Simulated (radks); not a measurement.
Results of a calculation; reference values are marked as such.
Problem. Ionisation ladder of cadmium, from Cd to Cd10+. Each ion is in the ground configuration listed by NIST, and IE = E(next ion) - E(this ion). Level of theory: Dirac Kohn-Sham, PBE, spin-unpolarised, spherical densities, finite nucleus; open shells are shared between the two j in proportion to 2j + 1; Fermi nuclear charge, rms radius 4.6087 fm (a radial shooting solver on a logarithmic mesh with Libxc functionals).

species  configuration  IE, Delta-SCF (eV)  -e(HOMO) (eV)   HOMO
Cd       [Kr] 4d10 5s2                   ?          5.660  5s1/2
Cd+      [Kr] 4d10 5s1              17.126         13.057  5s1/2
Cd2+         [Kr] 4d10              38.007         30.153  4d5/2
Cd3+          [Kr] 4d9                   ?         45.503  4d5/2
Cd4+          [Kr] 4d8              71.332         62.172  4d5/2
Cd5+          [Kr] 4d7              89.687         79.983  4d5/2
Cd6+          [Kr] 4d6                   ?         98.817  4d5/2
Cd7+          [Kr] 4d5              129.25         118.59  4d5/2
Cd8+          [Kr] 4d4              150.33         139.22  4d5/2
Cd9+          [Kr] 4d3                   ?         160.67  4d5/2
Cd10+         [Kr] 4d2              194.81         182.90  4d5/2

Estimate the withheld Delta-SCF values.

Solution. Cd: 9.274 eV (NIST 8.994); Cd3+: 54.057 eV (NIST 51); Cd6+: 109.02 eV (NIST 105); Cd9+: 172.19 eV (NIST 173).

Beside tabulated values, note that spin-unpolarised runs miss the spin-polarisation part of the exchange energy of open shells.
